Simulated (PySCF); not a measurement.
Identify the compound

Molecular formula: C4H17PSi3. Simulated spectra:

$^{1}$H NMR (500 MHz, computed): δ 4.31 (m, 1H), 3.93 (m, 1H), 3.92 (m, 1H), 3.45 (d, 3H), 1.29 (m, 2H), 1.14 (s, 9H).

$^{13}$C{$^{1}$H} NMR (computed): δ 32.1, 24.1.

All values are calculated (PySCF 2.14): GFN2-xTB structure, PBE0/pcSseg-1 with gauge-including orbitals. One conformer, equivalent nuclei averaged, gas phase, no relativistic terms.

Shifts are taken against calculated references (same method and geometry level): $^{1}$H (31.72 ppm) and $^{13}$C (186.93 ppm) vs TMS.

Question: What is the structure?

Answer: 
1. 2 carbon signals for 4 carbons: some carbons are equivalent by symmetry or fast rotation.
2. Carbon types of the structure: 1 × C, 3 × CH3, leaving 8 H on heteroatoms.
3. δC 32.1: methyl carbon; saturated and bonded to C and H only.
4. δC 24.1: fully substituted sp3 carbon bonded to Si.
5. δH 4.31, 3.93: hydrogen on a silicon bonded to P, Si.
6. δH 3.92: hydrogen on a silicon bonded to C, 2 Si.
7. δH 3.45: hydrogen on a silicon bonded to Si.
8. δH 1.29: hydrogen on a phosphorus bonded to Si.
9. δH 1.14: hydrogen on a methyl carbon.

The compound is SMILES CC(C)(C)[Si@@H]([SiH3])[SiH2]P.

This is the structure that produced the data.

Splittings by $^{31}$P in the carbon and heteronuclear signals aren't shown, as no couplings were computed. Shifts are as computed. Against solution values, carbons near 30 ppm lie about +3 ppm off and those near 130 ppm about +5 ppm. Of 1211 compounds with measured shifts, 218 miss one by over three times the rms of a fit or turn the order of signals round; such compounds aren't used in these exercises. Multiplicities follow the n + 1 count of equivalent neighbours, as no J values were calculated; m marks all less simple cases, F and P coupling included.
